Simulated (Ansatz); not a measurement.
`C[S][Al]([F])[F]`, relaxed with RKS PBE-D4/def2-SVP in Ansatz 0.2.0 from a rough embedded geometry. The force threshold is 0.03 eV/Å; the program also tests the step.

The species carries charge 0 and has multiplicity 1.

Start:

```xyz
8

C    -0.242    0.324   -1.319
S    -1.282   -0.586   -0.213
Al    0.169   -0.499    1.559
F     1.336   -1.812    1.809
F     0.045    0.834    2.754
H     0.759   -0.130   -1.449
H    -0.727    0.482   -2.286
H    -0.058    1.387   -0.855
```

```tsv
step	energy (eV)	largest force (eV/Å)	largest move (Å)
1	-23930.6648	2.708	0.000
2	-23931.0145	1.917	0.191
3	-23931.0713	1.968	0.179
4	-23931.2603	0.296	0.124
5	-23931.2701	0.249	0.188
6	-23931.2805	0.163	0.062
7	-23931.3107	0.248	0.200
8	-23931.3366	0.515	0.200
9	-23931.3738	0.457	0.192
10	-23931.3969	0.733	0.195
11	-23931.4570	0.232	0.176
12	-23931.4718	0.183	0.126
13	-23931.4770	0.153	0.049
14	-23931.4784	0.122	0.021
15	-23931.4788	0.323	0.150
16	-23931.4859	0.036	0.063
17	-23931.4870	0.085	0.070
18 (rejected)	-23931.4544	0.742	0.193
19	-23931.4898	0.052	0.084
20 (rejected)	-23931.4898	0.176	0.098
21	-23931.4908	0.089	0.048
22	-23931.4915	0.081	0.049
23	-23931.4919	0.067	0.022
24	-23931.4922	0.056	0.036
25	-23931.4926	0.056	0.036
26	-23931.4928	0.036	0.009
27	-23931.4930	0.002	0.013
```

End:

```xyz
8

C    -0.190    0.474   -1.281
S    -0.265   -1.219   -0.529
Al    0.207   -0.704    1.518
F     0.298   -1.862    2.713
F     0.486    0.898    1.912
H     0.607    0.480   -2.048
H    -1.164    0.682   -1.761
H     0.021    1.251   -0.524
```

Hardware: 2 threads of a server CPU on a shared host. Wall time 78 s, peak host memory 0.16 GiB.
